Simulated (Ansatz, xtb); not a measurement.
# Relative energy of two isomers of C4H2Te

We compare I, `C#CC=C=[Te]`, a singlet, with II, `C=C=C=C=[Te]`, a singlet. Both are isolated molecules in the gas phase, relaxed with PBE0-D3(BJ)/def2-SVP.

Energies in hartree; the thermal terms are from PBE0-D3(BJ)/def2-SVP harmonic frequencies (ideal gas, rigid rotor, one conformer each, 298.15 K, 1 atm) and include the zero-point energy:

```
                              I           II
E, CCSD(T)/def2-SVP  −420.043094  −420.049327
    E, MP2/def2-SVP  −419.986050  −419.990740
  E, MP2/def2-TZVPP  −420.616606  −420.621082
  zero-point energy     0.038956     0.038544
       H(298 K) − E     0.045452     0.045417
       G(298 K) − E     0.008085     0.008258
```

Correct the CCSD(T) difference for the basis set by the MP2 change, then work out ΔE, ΔE₀, ΔH and ΔG for I → II in kcal/mol (1 Eh = 627.51 kcal/mol) and the equilibrium ratio [II]/[I].

1. Differences II − I: CCSD(T) −0.006233, MP2 in the small set −0.004690, MP2 in the large set −0.004476 Eh.
2. ΔE = −0.006233 + (−0.004476 − (−0.004690)) = −0.006019 Eh = −3.78 kcal/mol.
3. ΔE₀ = ΔE + ΔZPE = −0.006019 + (−0.000412) Eh = −4.04 kcal/mol.
4. ΔH = ΔE + (−0.000035) Eh = −3.80 kcal/mol.
5. ΔG = ΔE + (+0.000173) Eh = −3.67 kcal/mol, so ΔS = (ΔH − ΔG)/T = −1.8 J/(mol K).
6. kT = 0.9442 mEh, so K = [II]/[I] = exp(−ΔG/kT) = exp(+6.19) ≈ 490.

Structure II is favoured at this temperature. An error of 1 kcal/mol in ΔG would change K by a factor of 5.4. HF/def2-SVP found them nearly level. HF/STO-3G gave ΔE the other sign. Large T1 diagnostics make the coupled-cluster value less sure. Mirror images and further conformers aren't counted.

As drawn, II has 2 C=C in place of 1 C≡C, 1 C–C.

Other levels gave ΔE = −7.3 (GFN2-xTB); +1.6 (HF/STO-3G, GFN2-xTB geometries); −14.4 (r2SCAN-D4/def2-SVP, GFN2-xTB geometries); −10.4 (PBE0-D3(BJ)/def2-SVP); −0.4 (HF/def2-SVP); −2.9 (MP2/def2-SVP); −3.9 (CCSD(T)/def2-SVP) kcal/mol. The correlated steps freeze 8 core orbitals; the filled d shell of Te is correlated, in a basis made for valence electrons. Atoms past krypton carry core potentials in the def2 sets, without spin–orbit terms. Programs: Ansatz 0.2.0, xtb 6.7.1.
